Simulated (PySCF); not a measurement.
Input of a response calculation (the driver script's job line, then coordinates in Å):

```
{"job": {"kind": "uv", "xc": "CAM-B3LYP", "basis": "def2-SVPD", "nstates": 8, "ntriplets": 3}, "charge": 0, "multiplicity": 1}
C      2.026674     0.954866    -0.161633
C      1.764404    -0.326231    -0.370640
O      0.618324    -0.997257    -0.135110
C     -0.478982    -0.251939     0.396441
C     -1.660555    -1.229536     0.487291
B     -0.863576     1.026567    -0.491101
F     -0.755932     1.073158    -1.797936
F     -1.421557     2.093308     0.046277
H      1.309358     1.648502     0.244322
H      2.990509     1.355878    -0.409719
H      2.503710    -1.004889    -0.773916
H     -0.217962     0.067048     1.419116
H     -1.915589    -1.592709    -0.504439
H     -2.523022    -0.732232     0.921415
H     -1.380218    -2.076544     1.107720
```

The program printed, after the SCF cycles:

```
converged SCF energy = -456.0022594293

Static polarisability (au): isotropic 65.957, principal 54.916 65.164 77.791

Singlet excitations
state   eV       nm        f      main configurations
  1   6.2135    199.5   0.01907   H->L 0.50, H->L+1 0.44
  2   6.7573    183.5   0.04529   H->L+1 0.37, H->L 0.31, H->L+2 0.17
  3   7.1162    174.2   0.13343   H->L+2 0.63, H->L+1 0.13
  4   7.2442    171.1   0.09517   H->L+3 0.69, H->L+2 0.14
  5   7.7623    159.7   0.01795   H->L+4 0.39, H->L+7 0.16, H->L+6 0.15
  6   8.0207    154.6   0.04529   H-1->L 0.44, H-1->L+1 0.22, H->L+5 0.17
  7   8.0458    154.1   0.06115   H->L+5 0.32, H->L+4 0.30, H-1->L 0.17
  8   8.3681    148.2   0.00940   H->L+7 0.45, H->L+6 0.15, H->L+10 0.15

Triplet excitations (Tamm-Dancoff, eV): 4.4873 6.0666 6.6377
```

Method used: TDDFT CAM-B3LYP/def2-SVPD, vertical, gas phase, core orbitals frozen in the response in PySCF 2.14.0, density-fitted response routines. Isolated species at its GFN2-xTB geometry (one conformer only).

Task: Give the mean polarisability in Å³.

Result: 65.96 au × 0.148185 = 9.77 Å³.

Task: What is the total energy of state 4 at this geometry?

Result: -456.00226 + 0.26622 = -455.73604 hartree.

Task: What share of the summed oscillator strength falls to the strongest level in this window?

Result: State 3 at 174 nm: 0.1334 of 0.4268, or 31%.

Task: What is the gap between the lowest singlet and the lowest triplet?

Result: 6.2135 − 4.4873 = 1.7262 eV (full response against Tamm–Dancoff).

Task: Give the energy of state 4 in hartree, cm⁻¹ and kJ/mol.

Result: 0.26622 hartree, 58428 cm⁻¹, 699.0 kJ/mol.

Task: Which species is it?

Result: `C=CO[C@H](C)B(F)F` (C4H7BF2O), point group C1.

H and L stand for HOMO and LUMO.

On Arm Neoverse V1, one thread (shared host), this took 55 s wall and 1.0 GiB of memory at its peak.

Conformer computed: `[CH2:1]=[CH:2][O:3][C@H:4]([CH3:5])[B:6]([F:7])[F:8]`: C1–C2–O3–C4 1°, C2–O3–C4–C5 177°, O3–C4–B6–F7 33°.
